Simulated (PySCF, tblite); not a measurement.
C9H10P (charge +1).
Atom-mapped SMILES: `[CH3:1][C:2]1=[CH:3][c:4]2[cH:5][cH:6][cH:7][cH:8][c:9]2[PH2+:10]1` (hydrogens: H11, H12, H13 on C1; H14 on C3; H15 on C5; H16 on C6; H17 on C7; H18 on C8; H19, H20 on P10)

Structure optimised with GFN2-xTB, isolated species.

List the bond lengths, angles and torsions at this level.

```csv
bond,length (Å)
C1–C2,1.487
C2=C3,1.349
C3–C4,1.456
C4–C5,1.384
C5–C6,1.391
C6–C7,1.386
C7–C8,1.391
C8–C9,1.383
C9–P10,1.789
C2–P10,1.804
C4–C9,1.417
"C1–H11, C1–H12, C1–H13",1.089
C3–H14,1.078
C5–H15,1.079
C6–H16,1.079
C7–H17,1.079
C8–H18,1.079
"P10–H19, P10–H20",1.378
```

Bonds in one row agree within 0.01 Å and their mean is given. A selection of angles:
```csv
angle,degrees
C1–C2–C3,129.1
C1–C2–P10,123.0
C3–C2–P10,107.9
C2–C3–C4,116.7
C3–C4–C5,127.1
C3–C4–C9,113.9
C5–C4–C9,119.0
C4–C5–C6,119.3
C5–C6–C7,121.1
C6–C7–C8,120.7
C7–C8–C9,118.1
C8–C9–P10,131.1
C4–C9–C8,121.8
C4–C9–P10,107.1
C2–P10–C9,94.4
```

Torsions: C1–C2–C3–C4 180° (antiperiplanar); C2–C3–C4–C5 180° (antiperiplanar); C8–C9–P10–C2 180° (antiperiplanar); C1–C2–P10–C9 180° (antiperiplanar).

The 6-membered ring C4–C5–C6–C7–C8–C9 has internal angles of 118.1° to 121.8° (sum 720°, against 720° for a flat polygon); it is planar, 0.00 Å rms from its mean plane, widest ring torsion 0°. C4 (substituted aromatic carbon) is planar (angles 127.1°, 119.0° and 113.9°, sum 360.0°, 0.00 Å off the plane of its three neighbours). The 9 C–C bonds span 1.349 Å (C2=C3, drawn double) to 1.487 Å (C1–C2, drawn single), a spread of 0.138 Å. C2 (fully substituted alkene carbon) is planar (angles 129.1°, 123.0° and 107.9°, sum 360.0°, 0.00 Å off the plane of its three neighbours). C5 (aromatic CH carbon) is planar (angles 120.5°, 120.3° and 119.3°, sum 360.0°, 0.00 Å off the plane of its three neighbours). C6 (aromatic CH carbon) is planar (angles 121.1°, 119.5° and 119.3°, sum 360.0°, 0.00 Å off the plane of its three neighbours). P10 (phosphonium phosphorus) has angles from 94.4° to 115.1°.

Point group: Cs (tolerance 0.08 Å). Its GFN2-xTB frequencies are all real (lowest 78 cm⁻¹).

The numbers are calculated, not measured.
